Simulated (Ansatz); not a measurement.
Reaction (atomization): `OC[SiH2]S` → C• + 6 H• + O• + S• + Si•

Gas-phase electronic energies from Ansatz, PBE0-D4/def2-TZVP geometries. CCSD(T)/CBS adds triple-zeta CCSD(T) − MP2 to the extrapolated MP2 energy (def2 sets, frozen cores). This one scheme is used for every species, atoms too. Functionals use def2-TZVPP. B3LYP here is the variant with VWN-RPA as its local correlation; programs differ in this. HSE06 is defined as in plane-wave codes. Open shells (•) are unrestricted, without spin–orbit coupling. Spin–orbit coupling would lower the free atoms: a little for C, O, S, Si. One conformer a species, not always the lowest.

| level | ΔE (kcal/mol) | difference from CCSD(T)/CBS |
| --- | --- | --- |
| LDA (SPW92) | 916.1 | 111.4 |
| PBE-D4 | 811.4 | 6.7 |
| revPBE-D4 | 793.6 | -11.1 |
| BLYP-D4 | 797.2 | -7.5 |
| r2SCAN-D4 | 803.6 | -1.1 |
| B97M-V | 805.2 | 0.5 |
| PBE0-D4 | 799.2 | -5.5 |
| B3LYP-D4 | 800.2 | -4.5 |
| r2SCANh-D4 | 798.9 | -5.8 |
| r2SCAN0-D4 | 792.0 | -12.7 |
| HSE06-D4 | 799.8 | -4.9 |
| BHLYP-D4 | 779.1 | -25.6 |
| ωB97X-V | 807.3 | 2.6 |
| ωB97M-V | 806.6 | 1.9 |
| B2PLYP | 790.8 | -13.9 |
| PBE-QIDH | 793.9 | -10.8 |
| PBE | 806.5 | 1.8 |
| revPBE | 779.1 | -25.6 |
| BLYP | 786.5 | -18.2 |
| PBE0 | 795.1 | -9.6 |
| r2SCANh | 797.6 | -7.1 |
| r2SCAN0 | 790.6 | -14.1 |
| HSE06 | 795.9 | -8.8 |
| BHLYP | 773.0 | -31.7 |
| CAM-B3LYP | 799.3 | -5.4 |
| LC-ωPBE | 794.7 | -10.0 |
| HF/def2-SVP | 574.5 | -230.2 |
| MP2/def2-SVP | 751.6 | -53.1 |
| CCSD/def2-SVP | 740.7 | -64.0 |
| CCSD(T)/def2-SVP | 748.0 | -56.7 |
| HF/def2-TZVPP | 576.5 | -228.2 |
| SCS-MP2/def2-TZVPP | 789.0 | -15.7 |
| CCSD/def2-TZVPP | 770.2 | -34.5 |
| CCSD(T)/def2-TZVPP | 781.4 | -23.3 |
| HF/def2-QZVPP | 577.6 | -227.1 |
| MP2/def2-QZVPP | 802.9 | -1.8 |
| SCS-MP2/def2-QZVPP | 804.4 | -0.3 |
| HF/CBS(def2) | 577.8 | -226.9 |
| MP2/CBS(def2) | 812.5 | 7.8 |
| CCSD/CBS(def2) | 793.5 | -11.2 |
| CCSD(T)/CBS | 804.7 | 0 |

Largest T1 diagnostic among the species: 0.012.

In def2-TZVPP, CCSD(T) changes the Hartree–Fock value by +204.8 kcal/mol (the triples alone add +11.2 kcal/mol) and MP2 by +212.7 kcal/mol; breaking electron pairs costs correlation energy, which Hartree–Fock lacks. At CCSD(T), def2-SVP lies −56.7 kcal/mol from the extrapolated value and def2-TZVPP −23.3 kcal/mol: correlation converges slowly with the basis, and small sets miss more of it in the bonded molecule than in its fragments. The D4 term adds +7.9 kcal/mol with B3LYP and +4.1 kcal/mol with PBE0; it sums over pairs of atoms, weighted by their polarisabilities, and B3LYP, whose exchange is more repulsive, gets the larger term.

For atomizations the MP2-based limit and the directly extrapolated one differ by several kJ/mol either way, and by 10 to 25 for some Ge, Se and Sn compounds, so smaller differences from it don't rank the levels.
